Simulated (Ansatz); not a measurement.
```yaml
crystal:
  periodic: [false, false, false]
  atoms:
    - {symbol: O, position_ang: [-0.753339, 0.909251, -1.620895]}
    - {symbol: Zr, position_ang: [0.096769, 0.050813, -0.156950]}
    - {symbol: O, position_ang: [1.957982, -0.276778, -0.334060]}
    - {symbol: Se, position_ang: [-1.223841, -2.167022, 0.113885]}
    - {symbol: Se, position_ang: [-0.078741, 1.482994, 2.000411]}
    - {symbol: H, position_ang: [-1.009117, 1.426239, -2.380137]}
    - {symbol: H, position_ang: [2.851936, -0.458201, -0.611700]}
    - {symbol: H, position_ang: [-0.309486, -2.555260, 1.200880]}
    - {symbol: H, position_ang: [-1.532162, 1.587964, 1.788566]}
basis:
  gaussian: {orbitals: def2-SVPD}
total_charge: 1
magnetization: {spin_polarized: true, initial_magnetization: 1}
hamiltonian: {xc: {name: PBE1PBE}}
output: {forces: true}
```

```sh
$ ansatz run in.yaml --threads 4 --pin off --events-out ev --progress --plain --max-ram 11315MiB
```

Question: How does Ansatz answer? (An estimate is asked.)

Answer: Computed: The program refused the input.
```
Error: YAML parse error: error: line 17 column 19: hamiltonian.xc: no functional is named "PBE1PBE"; the names, which are not case-sensitive, are SVWN5, SPW92, PBE, PBE0, PBEsol, revPBE, revPBE0, RPBE, rPW86-PBE, HSE06, wPBEh, LC-wPBE, HISS, HF, BLYP, B3LYP, B3LYP5, BHLYP, CAM-B3LYP, r2SCAN, r2SCANh, r2SCAN0, r2SCAN50, m-r2SCAN, B97, wB97, wB97X, wB97X-V, B97M-V, wB97M-V, B2PLYP, B2GP-PLYP, PBE0-DH, PBE-QIDH
  --> <input>:17:19
   |
15 | total_charge: 1
16 | magnetization: {spin_polarized: true, initial_magnetization: 1}
17 | hamiltonian: {xc: {name: PBE1PBE}}
   |                   ^ hamiltonian.xc: no functional is named "PBE1PBE"; the names, which are not case-sensitive, are SVWN5, SPW92, PBE, PBE0, PBEsol, revPBE, revPBE0, RPBE, rPW86-PBE, HSE06, wPBEh, LC-wPBE, HISS, HF, BLYP, B3LYP, B3LYP5, BHLYP, CAM-B3LYP, r2SCAN, r2SCANh, r2SCAN0, r2SCAN50, m-r2SCAN, B97, wB97, wB97X, wB97X-V, B97M-V, wB97M-V, B2PLYP, B2GP-PLYP, PBE0-DH, PBE-QIDH
18 | output: {forces: true}
   |
```

HSE06 is defined as in plane-wave codes.
